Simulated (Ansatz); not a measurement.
The same path of Cl$_{2}$H$_{4}$OSiSn (9 atoms, charge 0, multiplicity 1) was run twice with different band settings. Lost on the way: Sn1–Cl6, O3–H4. Made: H4–Cl6.

All numbers below come from RKS B3LYP/def2-SVP (Ansatz).

Relaxed end points:

```xyz
9
Properties=species:S:1:pos:R:3
Sn -0.975 0.261 -2.200
Si 0.876 0.427 1.066
O 0.582 -0.318 -0.451
H 0.351 -1.269 -0.454
Cl -2.421 1.167 -0.449
Cl -1.349 -2.170 -1.881
H 0.913 1.879 0.775
H -0.179 0.068 2.044
H 2.201 -0.046 1.551
```

```xyz
9
Properties=species:S:1:pos:R:3
Sn -1.207 0.711 -1.949
Si 0.809 0.651 0.848
O 0.348 1.031 -0.691
H 0.193 -1.875 -0.411
Cl -2.868 0.310 -0.217
Cl -0.195 -2.285 -1.589
H 2.252 0.974 1.046
H 0.003 1.325 1.905
H 0.666 -0.841 1.059
```

Common settings: movable images 5; climbing image yes; spring 5.0 eV/Å²; optimiser quadratic models (default); start path through a guess of the saddle point; iteration limit 60; end points relaxed.

| run | force threshold |
| --- | --- |
| 1 | 0.03 eV/Å |
| 2 | 0.2 eV/Å |

Problem. What does each run give, and how far can it be trusted?

Solution. Run 1: converged after 31 iterations, highest image 1.031 eV above the first end. A vibrational analysis at the climbing image gives one clearly imaginary mode, 112i cm⁻¹, and a faint second one (35i cm⁻¹) that may be numerical noise or a soft torsion: probably a first-order saddle point.
Run 2: converged after 17 iterations, highest image 1.030 eV above the first end. The threshold of 0.2 eV/Å is loose, so the images may lie well off the minimum-energy path. Another band between the same ends (5 images) ends at a top of the same energy, where a vibrational analysis finds 1 clearly imaginary mode.
The orbitals stay closed-shell, which can raise the energy where a bond breaks towards radicals; this wasn't checked here.
